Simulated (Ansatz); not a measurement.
F2H3N2Si (`[NH][Si](N)(F)F`) radical. The species carries charge 0 and has multiplicity 2. The structure was optimised at the PBE0-D4/def2-TZVP level. It is one conformer, not always the lowest.

```xyz
8

N     1.003   -0.532   -1.239
Si   -0.334   -0.282   -0.181
N     0.066    0.978    0.852
F    -1.578   -0.019   -1.130
F    -0.770   -1.510    0.728
H     1.340   -1.486   -1.360
H    -0.292    1.058    1.788
H     0.566    1.792    0.542
```

(1) What is the dipole moment at ωB97M-V/def2-TZVPP? (An estimate is asked.)

(2) And with PBE, r2SCAN, B3LYP? (Best estimate.)

(3) Give the Mulliken charges with ωB97M-V, B3LYP, PBE in def2-TZVPP. (An estimate is asked.)

## Answers

(1) Ansatz gave: 1.88 D, with components (1.23, 0.67, 1.26) D in this frame, pointing from negative to positive charge.

(2) The calculation gave: PBE 2.09 D, r2SCAN 1.96 D, B3LYP 1.96 D.

(3) The calculation gave: 
```csv
atom,ωB97M-V,B3LYP,PBE
N1,-0.32,-0.33,-0.32
Si2,0.85,0.86,0.70
N3,-0.34,-0.38,-0.35
F4,-0.29,-0.30,-0.26
F5,-0.31,-0.32,-0.28
H6,0.15,0.16,0.17
H7,0.13,0.16,0.17
H8,0.13,0.16,0.17
```

B3LYP here is the variant with VWN-RPA as its local correlation; programs differ in this.
